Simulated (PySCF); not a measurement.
C₄H₆ClF₃O.
Structure used (GFN2-xTB), in Å, numbered top down from 1:
```
atom  x, y, z in Å
F1    -3.3476    0.0903    0.5062
C2    -2.1334   -0.1407   -0.0152
F3    -2.2205    0.0675   -1.3296
F4    -1.8923   -1.4499    0.1567
C5    -1.0796    0.7524    0.6578
O6     0.1172    0.8319   -0.0479
C7     0.9169   -0.3415   -0.0224
C8     2.2807    0.0470   -0.5735
Cl9    3.3705   -1.3523   -0.5074
H10   -1.4877    1.7664    0.6900
H11   -0.9383    0.3734    1.6816
H12    0.4767   -1.1359   -0.6378
H13    1.0146   -0.7094    1.0085
H14    2.7197    0.8454    0.0236
H15    2.1988    0.3633   -1.6125
```

A PySCF run (density fitting, gas phase, GFN2-xTB geometry) gave HOMO -6.53 eV, LUMO -0.36 eV, dipole 1.92 D.

Task: Which of these levels was it?
A. PBE0/pcSseg-1
B. OPBE/pcSseg-0
C. OLYP/6-311G**
D. B97-2/3-21G
E. CAM-B3LYP/def2-SVPD

Result: C. It is OLYP/6-311G**. All candidates on this geometry:

| level and settings | kind | basis functions | SCF cycles | E (Eh) | HOMO (eV) | LUMO (eV) | dipole (D) |
| --- | --- | --- | --- | --- | --- | --- | --- |
| OLYP/6-311G** | GGA | 206 | 15 | -990.9952 | -6.53 | -0.36 | 1.92 |
| OPBE/pcSseg-0 | GGA | 97 | 14 | -988.9151 | -6.79 | -0.36 | 2.16 |
| B97-2/3-21G, grid level 3, damping 0.3 at the start, DIIS from the seventh cycle | global hybrid | 97 | 13 | -985.7406 | -7.73 | 0.86 | 2.16 |
| PBE0/pcSseg-1 | global hybrid | 190 | 14 | -990.2266 | -8.45 | 0.60 | 2.04 |
| CAM-B3LYP/def2-SVPD | range-separated hybrid | 247 | 13 | -990.3271 | -10.01 | 1.01 | 2.10 |

The nearest other candidate, by the summed differences of HOMO and LUMO, is OPBE/pcSseg-0: its HOMO differs by -0.26 eV and its LUMO by 0.00 eV. Cycle counts include a coarse-grid stage where the run had one. All basis functions are spherical, in the Pople sets too.
